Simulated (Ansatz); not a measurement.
Relaxing a trial structure of AlGeH5Si

The starting geometry of this gas-phase singlet was optimised with GFN2-xTB.

```yaml
atoms:
  - { symbol: Al, position_ang: [-0.9290, 2.4120, 1.2603] }
  - { symbol: Ge, position_ang: [-0.7808, 2.1645, -1.0851] }
  - { symbol: Si, position_ang: [-2.3465, 0.3598, -0.5904] }
  - { symbol: H, position_ang: [-0.8850, 2.5808, 2.8725] }
  - { symbol: H, position_ang: [-2.0073, 3.2457, -0.7747] }
  - { symbol: H, position_ang: [-3.4838, 0.5927, 0.3268] }
  - { symbol: H, position_ang: [-2.9906, -0.1805, -1.8023] }
  - { symbol: H, position_ang: [-1.6777, -0.8196, -0.0018] }
```

**Question.** Predict what becomes of its bonds when it is optimised with r2SCAN-D4/def2-SVP.

**Answer.** New bonds form, giving a structure with H5 bridging Al1 and Ge2, given below by its coordinates. Contacts that close: Al1–Si3 (3.11 → 2.60 Å), Al1–H5 (2.45 → 1.85 Å).

The energy falls by 0.43 eV over 16 steps:

| step | E − E(last) (eV) |
| --- | --- |
| 1 | 0.432 |
| 3 | 0.278 |
| 4 | 0.209 |
| 6 | 0.138 |
| 8 | 0.061 |
| 9 | 0.028 |
| 11 | 0.015 |
| 13 | 0.001 |
| 14 | 0.000 |
| 16 | 0.000 |

Final geometry (Å):

| atom | x (Å) | y (Å) | z (Å) |
| --- | --- | --- | --- |
| Al | -1.2137 | 2.1769 | 1.0303 |
| Ge | -0.4368 | 2.0546 | -1.2070 |
| Si | -2.1461 | 0.3733 | -0.5896 |
| H | -1.8846 | 2.6679 | 2.3827 |
| H | -1.6874 | 3.0574 | -0.5319 |
| H | -2.6646 | 0.7152 | 0.8497 |
| H | -3.4460 | 0.3218 | -1.3295 |
| H | -1.6214 | -1.0117 | -0.3994 |

Frequencies at the end are all real (lowest 222 cm⁻¹). Run with Ansatz 0.2.0, 35 s on 2 threads of Intel(R) Xeon(R) Platinum 8259CL CPU @ 2.50GHz (Skylake/Cascade Lake) (shared host).
